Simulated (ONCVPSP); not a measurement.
**BLYP ONCV dataset for strontium, scalar-relativistic all-electron reference.**

- Element: Sr (Z = 38)
- Generator: ONCVPSP 4.0.1
- Type: optimised norm-conserving Vanderbilt (ONCV)
- Functional: BLYP
- Relativity: scalar-relativistic
- Frozen core: [Ar] 3d10
- Valence charge: 10
- Reference configuration: 4s2 4p6 5s1.75 5p0.25
- Partial waves: 4s+5s: rc 1.95 bohr, ncon 4, nbas 7, qcut 7.6 1/bohr, 2 projectors; 4p+5p: rc 2.10 bohr, ncon 4, nbas 8, qcut 6.2 1/bohr, 3 projectors, debl 2.5 Ha; d scattering state at 0.02 Ha: rc 2.15 bohr, ncon 4, nbas 9, qcut 4.5 1/bohr, 2 projectors, debl 3.9 Ha
- Local potential: polynomial inside 1.50 bohr (lpopt 5, dvloc0 2 Ha)
- Core correction: Teter function, fcfact 5.75, rcfact 1.25

In the d channel the program set the typed energies aside and used 0.050, 3.950 Ha.

All-electron outer shells of the reference configuration (BLYP, scalar-relativistic, ld1.x):

| shell | level (eV) | outermost node (bohr) | outermost maximum (bohr) |
| --- | --- | --- | --- |
| 3d | -128.13 | – | 0.38 |
| 4s | -40.98 | 0.59 | 1.19 |
| 4p | -22.89 | 0.61 | 1.32 |
| 5s | -3.57 | 1.65 | 3.58 |
| 5p | -1.26 | 1.96 | 4.89 |

Calculated quality:

```json
{
  "Cutoffs needed": "16 Ha and 20 Ha (the cutoffs (Ha) at which the residual kinetic energy of the hardest occupied pseudo-wave falls to 1 and 0.1 mHa per electron)",
  "Ghost test": "no bound ghost flagged; no localised positive-energy state flagged",
  "Largest excitation error": "-1.2 meV (all-electron minus pseudo) for 4s2 4p6 5s0 5p0, out of 4 test configurations",
  "rms error of d²Exc/dni dnj": "2.36 mHa without and 0.47 mHa with the model core"
}
```

Generation and tests took about 4.7 s on one core of a shared server CPU.
